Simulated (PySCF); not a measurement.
## Electric field gradients and quadrupole coupling constants

C4H7F3OSi.
Structure used (GFN2-xTB), in Å, numbered top down from 1:
```xyz
16
C4H7F3OSi angstrom
F      2.3601   -1.5249   -0.1009
C      1.8581   -0.3211    0.2427
F      1.7911   -0.3261    1.5857
F      2.8073    0.5775   -0.0789
C      0.5480   -0.0160   -0.4095
C     -0.5326   -1.0278   -0.0218
C     -1.8773   -0.3252   -0.2161
O     -1.7565    1.0271    0.1747
Si    -0.2483    1.6433    0.1516
H      0.7250   -0.0319   -1.4872
H     -0.4166   -1.2802    1.0343
H     -0.4817   -1.9462   -0.6066
H     -2.6642   -0.7803    0.3896
H     -2.1808   -0.3546   -1.2677
H      0.1527    2.0455    1.4896
H     -0.0919    2.6496   -0.8907
```

Field gradients from the PBE0/pcSseg-1 density (PySCF, non-relativistic), principal values in atomic units, ordered |Vxx| ≤ |Vyy| ≤ |Vzz|:

| atom | Vxx | Vyy | Vzz |
| --- | --- | --- | --- |
| O8 | -0.5421 | -1.1921 | 1.7341 |

Problem. Find the asymmetry η = (Vxx − Vyy)/Vzz and the couplings χ = eQV/h (234.96 MHz × Q in barn × V in au), with Q(17O) = −0.0256 b.

Solution. 
```csv
atom,environment,nucleus,η,χzz (MHz),χxx (MHz),χyy (MHz)
O8,silyl ether oxygen,17O,0.37,-10.43,3.26,7.17
```

The tensor is traceless: Vxx + Vyy + Vzz = 0.

Problem. What is Vzz at O8 in SI units (1 au = 9.71736 × 10²¹ V/m²)?

Solution. 1.7341 au = 16.851 × 10²¹ V/m².

Problem. And the gradient at the other heavy atoms, for which no coupling is worked out here?

Solution. 
| atom | environment | Vzz (au) | η |
| --- | --- | --- | --- |
| F1 | fluorine of a CF3 group | 2.885 | 0.06 |
| C2 | CF3 carbon | -0.466 | 0.02 |
| F3 | fluorine of a CF3 group | 2.868 | 0.04 |
| F4 | fluorine of a CF3 group | 2.874 | 0.05 |
| C5 | sp3 carbon bound to silicon | -0.147 | 0.74 |
| C6 | ring CH2 carbon | 0.111 | 0.66 |
| C7 | sp3 carbon bound to oxygen | 0.418 | 0.21 |
| Si9 | oxygen-bound silicon | 0.588 | 0.39 |

Problem. What couplings would deuterons (Q(2H) = 0.00286 b) have in place of the hydrogens, at this geometry?

Solution. 
```tsv
atom	bonded to	bond length (Å)	Vzz (au)	η	χzz (kHz)
H10	C5	1.092	0.3030	0.07	204
H11	C6	1.092	0.2969	0.03	200
H12	C6	1.090	0.3073	0.01	206
H13	C7	1.092	0.2961	0.05	199
H14	C7	1.095	0.2907	0.05	195
H15	Si9	1.454	0.1646	0.01	111
H16	Si9	1.457	0.1627	0.01	109
```

Geometry: GFN2-xTB, one conformer, isolated molecule. GFN2-xTB bond lengths can be off by several hundredths of an ångström, more for odd bonds, and the gradients follow them. With so small a basis the couplings can be 20 % off.
